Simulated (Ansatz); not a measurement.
Coupled-cluster diagnostics for cyclo-(H2SiS)2 (Si₂H₄S₂), Ansatz.

Geometry of the singlet (PBE0-D4/def2-SVP):

Cartesian coordinates in Å:
```
Si -0.2092 -1.0121 -0.9479
H -1.3587 -1.9600 -0.9621
H 0.6837 -1.3100 -2.1029
S 0.8504 -1.0463 0.9292
Si 0.2092 1.0118 0.9482
H -0.6823 1.3124 2.1037
H 1.3594 1.9588 0.9597
S -0.8525 1.0455 -0.9278
```

Correlated methods freeze 20 core orbitals.

Question: Estimate the CCSD(T) correlation energy, the shares of MP2 and (T), T1 and the reference's ⟨S²⟩ for: charge 0, singlet, own geometry in def2-TZVPP; and the rough time on 4 threads of Arm Neoverse V1 on a shared host.

Answer: 
| state | basis | correlation (eV) | MP2 share (%) | (T) share (%) | T1 | ⟨S²⟩ (pure) | wall time |
| --- | --- | --- | --- | --- | --- | --- | --- |
| charge 0, singlet, own geometry | def2-TZVPP | -18.217 | 87.3 | 4.7 | 0.011 | 0.00 (0.00) | 48 s |
Customary marks for T1 are 0.02 (closed shells), 0.045 (open shells) and about 0.05 (3d metals). T1 stays under 0.02 throughout.
